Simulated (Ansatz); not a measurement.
This geometry of CH₃AgO (6 atoms, charge 0, multiplicity 1) is a first-order saddle point.

Computed with RKS PBE0-D4/def2-SVP in Ansatz 0.2.0.

```xyz
6
Properties=species:S:1:pos:R:3
C -0.392 0.295 -0.091
O 0.978 0.130 -0.092
Ag 1.915 -1.577 0.424
H -0.986 -0.591 0.221
H -0.771 0.565 -1.102
H -0.703 1.115 0.594
```

**Question.** Which two structures does it join? (They come from a converged band through this point; their orientation in space is the band's.)

**Answer.** No bond is made or broken. The dihedral H4–C1–O2–Ag3 goes from -62 to 62°. The two ends are copies of one structure, up to a mirror image or an exchange of like atoms.

First end point:

```xyz
6
Properties=species:S:1:pos:R:3
C -0.399 0.197 -0.212
O 0.909 -0.203 -0.386
Ag 1.950 -1.055 1.122
H -1.108 -0.624 0.035
H -0.766 0.635 -1.165
H -0.545 0.986 0.559
```

Last end point:

```xyz
6
Properties=species:S:1:pos:R:3
C -0.390 0.284 0.063
O 0.932 0.032 0.362
Ag 1.902 -1.547 -0.441
H -1.097 -0.518 0.373
H -0.594 0.489 -1.012
H -0.711 1.197 0.610
```

**Question.** How far does it lie above each of them?

**Answer.** 5.6 kJ/mol above the first and 5.6 kJ/mol above the second. This is the barrier of this one path; another mechanism may lie lower.

Run time: 93 s on 1 thread of Intel(R) Xeon(R) 6975P-C (Granite Rapids) (shared host), peak memory 0.19 GiB.
